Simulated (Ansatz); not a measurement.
`[SiH3][O][Ge][Cl]` + `C[AsH]C` → `C[As](C)[SiH3]` + `[OH][Ge][Cl]` at 600 K and 1 bar (ligand exchange at the Si–O bond).

Gas-phase electronic energies from Ansatz, PBE0-D4/def2-TZVP geometries. CCSD(T)/CBS is the MP2 limit (def2-TZVPP, def2-QZVPP) plus CCSD(T) − MP2 in def2-TZVPP, frozen cores. For As, Ge outer-core shells are correlated without core-valence functions, which leaves a few kJ/mol of doubt a bond. Scalar relativity is left out up to krypton. One conformer a species, not always the lowest.

```
            species  CCSD(T)/CBS energy (Eh)  H − E (kJ/mol)  S (J/(mol·K))
`[SiH3][O][Ge][Cl]`              -2902.05095           132.0          425.9
          `C[AsH]C`              -2315.32263           265.2          384.4
   `C[As](C)[SiH3]`              -2605.61324           331.6          476.2
     `[OH][Ge][Cl]`              -2611.73425            71.6          337.8
```

H − E and S are ideal-gas, rigid-rotor, harmonic terms from PBE0-D4/def2-TZVP, for one conformer and one mirror image of each species. 1 Eh = 2625.50 kJ/mol, R = 8.31446 J/(mol·K).

By hand: ΔE, ΔH, ΔS and ΔG.

ΔE = (-2605.61324) + (-2611.73425) − (-2902.05095) − (-2315.32263) = 0.02609 Eh = 68.5 kJ/mol. Δ(H − E) = 331.6 + 71.6 − 132.0 − 265.2 = 6.0, so ΔH = 74.5 kJ/mol. ΔS = 476.2 + 337.8 − 425.9 − 384.4 = 3.7 J/(mol·K). ΔG = 74.5 − 600 × (3.7)/1000 = 72.3 kJ/mol.

By hand: the equilibrium constant, and the temperature at which ΔG would vanish if ΔH and ΔS stayed fixed.

log₁₀ K = −ΔG/(RT ln 10) = -6.3. ΔG = 0 at ΔH/ΔS = 20135 K, far beyond where these terms or the molecules hold.

The number of gas molecules stays the same, so ΔS is small and ΔH decides. A doubt of 5 kJ/mol in ΔE shifts log₁₀ K by 0.4 here. Other conformers and mirror images would add mixing entropy, several J/(mol·K) or more a flexible species. These are equilibria of isolated gas molecules and say nothing of rates. Largest T1 diagnostic: 0.014 (customary marks: 0.02 for closed shells, 0.045 for open ones).
